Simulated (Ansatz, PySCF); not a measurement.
Molecule: CH₃Mg, net charge 0, doublet state. It need not be the lowest isomer of its formula. 
Coordinates optimised at B3LYP-D3(BJ)/def2-TZVP (Ansatz, a first-principles code):
SMILES: [CH3][Mg]
```xyz
5

Mg    -0.6872    -0.3966    -0.5519
C      0.8270     0.4772     0.6641
H      1.3509    -0.2981     1.2286
H      0.3829     1.1853     1.3681
H      1.5509     1.0082     0.0409
```
Charge 0, spin multiplicity 2.

Total electronic energies in hartree. Correlated levels leave the core frozen unless marked. UHF or UKS for open shells. Spin-orbit coupling is left out. Non-relativistic. CBS(X,Y): correlation extrapolated as X^-3; Hartree-Fock from the larger set.

```json
[
 {"level": "HF/def2-SVP", "program": "Ansatz", "energy (Eh)": "-239.08851"},
 {"level": "HF/def2-TZVPPD", "program": "Ansatz", "energy (Eh)": "-239.20586"},
 {"level": "HF/def2-QZVPP", "program": "Ansatz", "energy (Eh)": "-239.21615"},
 {"level": "SVWN5/def2-TZVPD", "program": "Ansatz", "energy (Eh)": "-238.62564"},
 {"level": "B3LYP-D3(BJ)/def2-TZVPD", "program": "Ansatz + dftd3", "energy (Eh)": "-239.99348"},
 {"level": "TPSSh-D3(BJ)/def2-TZVPD", "program": "PySCF + dftd3", "energy (Eh)": "-239.98287"},
 {"level": "TPSSh-D4/def2-TZVPD", "program": "PySCF + dftd4", "energy (Eh)": "-239.98299"},
 {"level": "MP2/6-31G*", "program": "Ansatz", "energy (Eh)": "-239.32546"},
 {"level": "MP2/def2-TZVPP", "program": "Ansatz", "energy (Eh)": "-239.41330"},
 {"level": "MP2/CBS(def2-TZVPPD,def2-QZVPPD)", "program": "Ansatz", "energy (Eh)": "-239.4463"},
 {"level": "RI-MP2/def2-TZVPPD", "program": "Ansatz", "energy (Eh)": "-239.41467"},
 {"level": "RI-MP2/def2-QZVPP", "program": "Ansatz", "energy (Eh)": "-239.43709"},
 {"level": "SCS-MP2/STO-3G", "program": "Ansatz", "energy (Eh)": "-236.24512"},
 {"level": "CCSD/def2-TZVPP", "program": "Ansatz", "energy (Eh)": "-239.43208"},
 {"level": "CCSD(T)/CBS(def2-TZVPPD,def2-QZVPPD)", "program": "Ansatz", "energy (Eh)": "-239.4704"}
]
```

Totals of different functionals don't rank their quality; only differences between species are comparable.
